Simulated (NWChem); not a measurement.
System: HSO$_{3}$ cation; SMILES O=S(=O)=[OH+]

```xyz
5

O     -1.4537     0.1712     0.0000
S     -0.0470    -0.0968     0.0000
O      0.7028    -1.3103     0.0000
O      0.8947     1.1463     0.0000
H      0.4166     2.0180     0.0000
```
Atoms are numbered in this order, from 1.

Computed with NWChem. Structure relaxed at the B3LYP/6-31G* (spherical d) level. Vzz is the largest principal value of the second derivative of the potential at the nucleus (NWChem prints the opposite sign); η is the asymmetry. Non-relativistic.

| level | Vzz O1 (a.u.) | η O1 | Vzz S2 (a.u.) | η S2 | Vzz O3 (a.u.) | η O3 | Vzz O4 (a.u.) | η O4 | relative time |
|---|---|---|---|---|---|---|---|---|---|
| B3LYP/def2-SVP | -1.398 | 0.99 | -0.578 | 0.59 | -1.471 | 0.96 | 1.717 | 0.51 | 2 |
| B3LYP/def2-TZVP | -1.361 | 0.88 | -0.922 | 0.04 | -1.419 | 0.86 | 1.709 | 0.47 | 10 |
| Hartree-Fock/def2-SVP | -1.593 | 0.91 | -1.343 | 0.73 | -1.670 | 0.85 | 1.979 | 0.51 | 1 |
| Hartree-Fock/cc-pVTZ | -1.588 | 0.80 | -1.581 | 0.75 | -1.644 | 0.75 | 1.936 | 0.46 | 20 |

Times are rough ratios from one shared machine.
